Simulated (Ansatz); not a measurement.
Ansatz (a quantum-chemistry and plane-wave program) input (B3LYP-D3(BJ)/def2-TZVP):

Ansatz 0.2 input:
```yaml
crystal:
  periodic: [false, false, false]
  atoms:
    - {symbol: O, position_ang: [1.46108129, -0.99486381, -0.66458713]}
    - {symbol: C, position_ang: [0.91130218, -0.03418379, -0.23880144]}
    - {symbol: C, position_ang: [-0.59342886, 0.00249932, 0.13555465]}
    - {symbol: F, position_ang: [-0.73902288, 0.34041767, 1.42452882]}
    - {symbol: F, position_ang: [-1.21423583, -1.15498983, -0.05748205]}
    - {symbol: F, position_ang: [-1.22472841, 0.93678138, -0.58963300]}
    - {symbol: H, position_ang: [1.39050866, 0.94251604, -0.05685445]}
basis:
  gaussian:
    orbitals: def2-TZVP
hamiltonian:
  xc: b3lyp
  dispersion: d3bj
relax: {f_tol: 0.002, max_steps: 150}
```

Output:

```
Functional definition: B3LYP
integrals: 0.09 GiB planned
1023 factors; their error is unknown
mean field: 0.89 GiB planned
mean field evaluation 1: about -12287.9166 eV, gradient 5.7e1 eV
mean field evaluation 2: about -12277.1362 eV, gradient 9.9e1 eV
mean field evaluation 4: about -12292.5785 eV, gradient 4.7e0 eV
mean field evaluation 8: about -12292.6264 eV, gradient 4.9e-1 eV
mean field evaluation 16: about -12292.6267 eV, gradient 5.6e-5 eV
mean field -12292.62671444 eV, -451.7456995142 hartree, gradient 5.6e-5 eV, S^2 0.000000; 0 other end points of the search recorded, 0 dependent functions left out
the calculation of the forces begins
reference -12292.62690406 eV, -451.7457064824 hartree; 24, 24 occupied and 168, 168 virtual orbitals, 1023 factors
relax step   1: F+E_penalty+E_count = -12292.80224214 eV  Δ(F+E_penalty+E_count) = +0.000e0 eV  max|allowed force component| = 4.583e-1 eV/Å  Δτ_max = 0.0000 Å  (29 SCF iters, accepted)
these checks for a lower state are left out or cut short: starts, cluster_reference, orbital_swaps, neighbouring_geometries, increment
integrals: 0.09 GiB planned
1023 factors; their error is unknown
mean field: 0.89 GiB planned
mean field -12292.63900032 eV, -451.7461510119 hartree, gradient 1.4e-5 eV, S^2 0.000000; 0 other end points of the search recorded, 0 dependent functions left out
the calculation of the forces begins
reference -12292.63918991 eV, -451.7461579791 hartree; 24, 24 occupied and 168, 168 virtual orbitals, 1023 factors
relax step   2: F+E_penalty+E_count = -12292.81475134 eV  Δ(F+E_penalty+E_count) = -1.251e-2 eV  max|allowed force component| = 2.145e-1 eV/Å  Δτ_max = 0.0132 Å  (33 SCF iters, accepted)
these checks for a lower state are left out or cut short: starts, cluster_reference, orbital_swaps, neighbouring_geometries, increment
integrals: 0.09 GiB planned
1023 factors; their error is unknown
mean field: 0.88 GiB planned
mean field -12292.64023115 eV, -451.7461962439 hartree, gradient 1.6e-5 eV, S^2 0.000000; 0 other end points of the search recorded, 0 dependent functions left out
the calculation of the forces begins
reference -12292.64042069 eV, -451.7462032096 hartree; 24, 24 occupied and 168, 168 virtual orbitals, 1023 factors
relax step   3: F+E_penalty+E_count = -12292.81603822 eV  Δ(F+E_penalty+E_count) = -1.287e-3 eV  max|allowed force component| = 5.687e-2 eV/Å  Δτ_max = 0.0066 Å  (34 SCF iters, accepted)
these checks for a lower state are left out or cut short: starts, cluster_reference, orbital_swaps, neighbouring_geometries, increment
integrals: 0.09 GiB planned
1023 factors; their error is unknown
mean field: 0.89 GiB planned
mean field evaluation 32: about -12292.6220 eV, gradient 5.4e-1 eV
mean field -12292.64033017 eV, -451.7461998829 hartree, gradient 1.7e-5 eV, S^2 0.000000; 0 other end points of the search recorded, 0 dependent functions left out
the calculation of the forces begins
reference -12292.64051966 eV, -451.7462068466 hartree; 24, 24 occupied and 168, 168 virtual orbitals, 1023 factors
relax step   4: F+E_penalty+E_count = -12292.81616048 eV  Δ(F+E_penalty+E_count) = -1.223e-4 eV  max|allowed force component| = 1.637e-2 eV/Å  Δτ_max = 0.0029 Å  (35 SCF iters, accepted)
these checks for a lower state are left out or cut short: starts, cluster_reference, orbital_swaps, neighbouring_geometries, increment
integrals: 0.09 GiB planned
1023 factors; their error is unknown
mean field: 0.89 GiB planned
mean field -12292.64035830 eV, -451.7462009167 hartree, gradient 1.7e-5 eV, S^2 0.000000; 0 other end points of the search recorded, 0 dependent functions left out
the calculation of the forces begins
reference -12292.64054778 eV, -451.7462078799 hartree; 24, 24 occupied and 168, 168 virtual orbitals, 1023 factors
relax step   5: F+E_penalty+E_count = -12292.81617985 eV  Δ(F+E_penalty+E_count) = -1.937e-5 eV  max|allowed force component| = 4.881e-3 eV/Å  Δτ_max = 0.0028 Å  (35 SCF iters, accepted)
these checks for a lower state are left out or cut short: starts, cluster_reference, orbital_swaps, neighbouring_geometries, increment
integrals: 0.09 GiB planned
1023 factors; their error is unknown
mean field: 0.89 GiB planned
mean field -12292.64035490 eV, -451.7462007918 hartree, gradient 1.7e-5 eV, S^2 0.000000; 0 other end points of the search recorded, 0 dependent functions left out
the calculation of the forces begins
reference -12292.64054439 eV, -451.7462077552 hartree; 24, 24 occupied and 168, 168 virtual orbitals, 1023 factors
relax step   6: F+E_penalty+E_count = -12292.81618084 eV  Δ(F+E_penalty+E_count) = -9.932e-7 eV  max|allowed force component| = 5.488e-4 eV/Å  Δτ_max = 0.0010 Å  (35 SCF iters, accepted)
integrals: 0.09 GiB planned
1023 factors; their error is unknown
mean field: 0.89 GiB planned
mean field evaluation 64: about -12292.6169 eV, gradient 1.8e0 eV
mean field -12292.64035490 eV, -451.7462007918 hartree, gradient 1.7e-5 eV, S^2 0.000000; 1 other end points of the search recorded, 0 dependent functions left out
the calculation of the forces begins
reference -12292.64054439 eV, -451.7462077552 hartree; 24, 24 occupied and 168, 168 virtual orbitals, 1023 factors
Total energy: -12292.81637032 eV, -451.7526692391 hartree
Atom 0 at     1.442754    -0.996543    -0.655510 Å, force    -0.000087     0.000071     0.000152 eV/Å
Atom 1 at     0.897947    -0.024558    -0.232795 Å, force     0.000523     0.000106    -0.000114 eV/Å
Atom 2 at    -0.600823     0.000140     0.136442 Å, force     0.000376    -0.000435    -0.000238 eV/Å
Atom 3 at    -0.730056     0.337097     1.433638 Å, force    -0.000100     0.000055     0.000549 eV/Å
Atom 4 at    -1.199422    -1.165968    -0.066998 Å, force    -0.000265    -0.000067    -0.000017 eV/Å
Atom 5 at    -1.220528     0.943305    -0.597985 Å, force    -0.000295     0.000362    -0.000241 eV/Å
Atom 6 at     1.401604     0.944703    -0.064067 Å, force    -0.000151    -0.000092    -0.000090 eV/Å
Dipole moment:     0.112044     0.327097     0.070978 e Å
```
